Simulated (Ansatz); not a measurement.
CH4F2OSi2, SMILES `O=C[Si](F)(F)[SiH3]`. The species carries charge 0 and has multiplicity 1. Geometry: relaxed with PBE0-D4/def2-TZVP. It is one conformer, not always the lowest.

```xyz
10

O     2.189    0.667    0.076
C     1.743   -0.051   -0.786
Si   -0.119   -0.509   -0.708
F    -0.226   -2.099   -0.687
F    -0.790   -0.033   -2.074
Si   -1.142    0.465    1.158
H     2.412   -0.426   -1.595
H    -0.469   -0.026    2.386
H    -1.025    1.941    1.055
H    -2.574    0.071    1.175
```

(1) What is the dipole moment at r2SCAN/def2-TZVPP? (Estimate.)

(2) And with PBE, B3LYP, ωB97M-V? (An estimate is asked.)

(3) Give the Mulliken charges with r2SCAN, PBE, ωB97M-V in def2-TZVPP. (Estimate.)

Results:

(1) The calculation gave: 0.45 D, with components (-0.43, -0.15, -0.02) D in this frame, pointing from negative to positive charge.

(2) Ansatz gave: PBE 0.39 D, B3LYP 0.47 D, ωB97M-V 0.51 D.

(3) Computed: 
```
atom  r2SCAN    PBE  ωB97M-V
  O1   -0.26  -0.20    -0.25
  C2    0.08   0.02     0.01
 Si3    0.77   0.67     0.74
  F4   -0.31  -0.26    -0.29
  F5   -0.31  -0.26    -0.29
 Si6    0.12   0.04     0.00
  H7    0.04   0.06     0.09
  H8   -0.04  -0.02     0.00
  H9   -0.04  -0.02     0.00
 H10   -0.05  -0.03     0.00
```

B3LYP here is the variant with VWN-RPA as its local correlation; programs differ in this.
